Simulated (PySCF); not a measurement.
C7H16NO (charge +1).
Atom-mapped SMILES: `[CH3:1][NH+:2]([CH3:3])[CH2:4][O:5][CH2:6][CH:7]1[CH2:8][CH2:9]1` (hydrogens: H10, H11, H12 on C1; H13 on N2; H14, H15, H16 on C3; H17, H18 on C4; H19, H20 on C6; H21 on C7; H22, H23 on C8; H24, H25 on C9)

Structure used (PBE0-D3(BJ)/def2-SVP), in Å, numbered top down from 1:
```
atom  x, y, z in Å
C1    -2.4219    0.8453   -0.6776
N2    -1.9143    0.4591    0.6676
C3    -2.2998    1.4245    1.7248
C4    -0.4370    0.2016    0.6423
O5    -0.2861   -0.8937   -0.1551
C6     1.0359   -1.4410   -0.2328
C7     2.0437   -0.4817   -0.7846
C8     3.4947   -0.7181   -0.4870
C9     2.8001    0.4518    0.1290
H10   -2.0681    0.1031   -1.4013
H11   -3.5179    0.8720   -0.6520
H12   -2.0274    1.8389   -0.9255
H13   -2.3273   -0.4568    0.8899
H14   -1.9898    1.0382    2.7035
H15   -3.3875    1.5625    1.7046
H16   -1.8039    2.3834    1.5268
H17    0.0464    1.1203    0.2623
H18   -0.1175    0.0322    1.6889
H19    1.3407   -1.7931    0.7710
H20    0.9225   -2.3212   -0.8797
H21    1.8074   -0.1121   -1.7886
H22    3.7540   -1.5603    0.1611
H23    4.2131   -0.5369   -1.2891
H24    2.5966    0.4075    1.2043
H25    3.0391    1.4524   -0.2403
```

Computed, not measured: PySCF, PBE0-D3(BJ)/def2-SVP geometry optimisation, gas phase.

Take the most abundant isotopes and a rigid rotor. The values belong to one conformer with, in the numbering `[CH3:1][NH+:2]([CH3:3])[CH2:4][O:5][CH2:6][CH:7]1[CH2:8][CH2:9]1`, C1–N2–C4–O5 -65°, N2–C4–O5–C6 -174°, C4–O5–C6–C7 -61°, O5–C6–C7–C8 159°.

Problem. What are A, B and C (cm⁻¹)?

Solution. Ia = 141.13, Ib = 699.58, Ic = 744.73 u·Å²; 505379 MHz·u·Å²/I gives 3581, 722.4 and 678.6 MHz, that is A = 0.11945, B = 0.02410, C = 0.02264 cm⁻¹.

Problem. Classify the top.

Solution. A near-prolate asymmetric top: κ = (2 × 722.4 − 3581 − 678.6)/(3581 − 678.6) = -0.97.

Problem. Is it planar, by Δ = Ic − Ia − Ib?

Solution. Not planar: Δ = Ic − Ia − Ib = -95.97 u·Å². For a rigid frame Δ = −2 Σ m c², so Σ m c² = 47.99 u·Å² lies off the ab plane: 19.73 from hydrogen and 28.25 from heavier atoms. The atom farthest from that plane is 1.93 Å away.

Problem. List the rotational levels J(Ka,Kc) to J = 4 (K).

Solution. Above 0(0,0), as E/k:
J = 1: 1(0,1) 0.067, 1(1,1) 0.204, 1(1,0) 0.207
J = 2: 2(0,2) 0.202, 2(1,2) 0.337, 2(1,1) 0.343, 2(2,1) 0.755, 2(2,0) 0.755
J = 3: 3(0,3) 0.403, 3(1,3) 0.535, 3(1,2) 0.548, 3(2,2) 0.956, 3(2,1) 0.957, 3(3,1) 1.648, 3(3,0) 1.648
J = 4: 4(0,4) 0.672, 4(1,4) 0.800, 4(1,3) 0.821, 4(2,3) 1.225, 4(2,2) 1.226, 4(3,2) 1.917, 4(3,1) 1.917, 4(4,1) 2.884, 4(4,0) 2.884

Problem. Predict some low-J microwave lines.

Solution. The dipole components (about the centre of mass, as the species is charged) are |μa| = 7.16 D, |μb| = 1.03 D, |μc| = 0.35 D. The squared components, which scale the intensities, stand as 1.00 : 0.02 : 0.00 (a : b : c). Some lines, for components of 0.1 D or more:

```csv
type,branch,"J(Ka,Kc)",MHz,lower level (cm⁻¹)
a,Q,"4(1,3) ← 4(1,4)",438,0.556
c,Q,"4(1,4) ← 4(0,4)",2668,0.467
c,Q,"3(1,3) ← 3(0,3)",2751,0.280
a,R,"2(1,2) ← 1(1,1)",2758,0.142
c,Q,"2(1,2) ← 2(0,2)",2815,0.140
a,R,"2(1,1) ← 1(1,0)",2846,0.144
b,Q,"4(1,3) ← 4(0,4)",3106,0.467
a,R,"3(2,2) ← 2(2,1)",4203,0.525
b,R,"1(1,1) ← 0(0,0)",4260,0.000
a,R,"4(2,3) ← 3(2,2)",5604,0.665
b,R,"2(1,2) ← 1(0,1)",5617,0.047
b,R,"3(1,3) ← 2(0,2)",6952,0.140
c,Q,"4(2,3) ← 4(1,3)",8423,0.571
b,Q,"3(2,2) ← 3(1,3)",8773,0.372
c,R,"2(2,1) ← 1(1,1)",11465,0.142
c,Q,"4(3,2) ← 4(2,2)",14397,0.852
b,Q,"4(3,1) ← 4(2,2)",14397,0.852
c,R,"3(3,0) ← 2(2,0)",18605,0.525
b,R,"3(3,0) ← 2(2,1)",18606,0.525
```

Problem. Estimate the classical rotational partition function at 25 K, 100 K and 298.15 K.

Solution. Point group C1, symmetry number σ = 1; q = (√π/σ)·√((kT/h)³/(ABC)), k/h = 20836.6 MHz/K: 15900 at 25 K, 127000 at 100 K, 655000 at 298.15 K.

Stationary, but not proved a minimum. Zero-point vibration and centrifugal distortion are left out. A rigid rotor knows nothing of internal rotation, which can split or shift real lines. Quadrupole hyperfine structure (14N) is left out.
